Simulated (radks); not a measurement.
Excited configurations of Ne2+: one electron is placed in a higher orbital outside [He] 2s2 2p3. The ground configuration is [He] 2s2 2p4. Calculated with a radial shooting solver on a logarithmic mesh with Libxc functionals: scalar-relativistic Kohn-Sham, PBE, spin-polarised, spherical densities, point nucleus; open shells are filled with parallel spins first. Excitation = E - E(ground); binding = E(ion) - E, where the ion is the core of charge +3; n* = 3/sqrt(2 binding) in atomic units, and the quantum defect is n - n*.

\begin{tabular}{lrrrrrr}
outer orbital & excitation (eV) & binding (eV) & n* & quantum defect & eigenvalue (eV) & <r> (bohr) \\ \hline
3p & 42.700 & 20.615 & 2.437 & 0.563 & -17.142 & 2.755 \\
4p & 52.566 & 10.749 & 3.375 & 0.625 & -9.172 & 5.579 \\
4d & 54.586 & 8.729 & 3.745 & 0.255 & -7.296 & 6.218 \\
4f & 55.434 & 7.881 & 3.942 & 0.058 & -6.426 & 5.851 \\
5s & 56.003 & 7.312 & 4.092 & 0.908 & -6.368 & 8.648 \\
6p & 58.879 & 4.436 & 5.254 & 0.746 & -3.881 & 14.02 \\
7s & 59.876 & 3.439 & 5.967 & 1.033 & -3.035 & 18.54 \\
7f & 60.569 & 2.746 & 6.678 & 0.322 & -2.391 & 21.30 \\
\end{tabular}

The Delta-SCF ionisation energy is 63.315 eV (NIST Atomic Spectra Database: 63.423 eV, measured). Self-interaction in the functional shifts the binding energies and quantum defects, so they are the method's values and not measured ones. Open shells are spherical and high-spin; term and fine-structure splittings are not resolved.
